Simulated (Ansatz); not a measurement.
B2F2H4S2, SMILES `F[B@H-]1[SH+][B@@H-](F)[SH+]1`, 10 atoms. Charge 0, multiplicity 1. All runs use 4 threads of a server CPU on a shared host. Correlated methods freeze the cores.

**Question.** How many basis functions does each run have, and how long does it take in Ansatz? RHF-CCSD(T)/def2-SVP energy; RKS SPW92/def2-TZVPP energy; RKS ωB97M-V/def2-SVP energy; RHF-CCSD(T)/def2-TZVPP energy; RHF-MP2/def2-QZVPP energy; RKS PBE-D4/def2-TZVPP energy and forces; RKS r2SCAN-D4/def2-TZVPP energy and forces; RKS PBE0-D4/def2-TZVP frequencies; RKS PBE0-D4/def2-SVP energy; RKS PBE0-D4/def2-TZVP relaxation (6 steps); direct RPA on PBE orbitals/def2-TZVPP energy; RKS PBE0-D4/def2-TZVPP energy. (Estimate.)

**Answer.** The calculation gave: Other jobs shared the machine, so times are rough.

| level | job | functions | wall time | peak host memory (GiB) |
| --- | --- | --- | --- | --- |
| RKS PBE0-D4/def2-SVP | energy | 112 | 1.6 s | 0.25 |
| RKS SPW92/def2-TZVPP | energy | 264 | 2 s | 0.39 |
| RKS PBE-D4/def2-TZVPP | energy and forces | 264 | 3.3 s | 0.4 |
| RKS ωB97M-V/def2-SVP | energy | 112 | 4.7 s | 0.37 |
| RKS PBE0-D4/def2-TZVPP | energy | 264 | 4.8 s | 0.77 |
| direct RPA on PBE orbitals/def2-TZVPP | energy | 264 | 6.5 s | 0.68 |
| RKS r2SCAN-D4/def2-TZVPP | energy and forces | 264 | 7 s | 0.43 |
| RHF-CCSD(T)/def2-SVP | energy | 112 | 7.5 s | 0.57 |
| RHF-MP2/def2-QZVPP | energy | 488 | 29 s | 3.3 |
| RKS PBE0-D4/def2-TZVP | relaxation (6 steps) | 222 | 34 s | 0.68 |
| RKS PBE0-D4/def2-TZVP | frequencies | 222 | 2.8 min | 0.71 |
| RHF-CCSD(T)/def2-TZVPP | energy | 264 | 2.9 min | 6.6 |
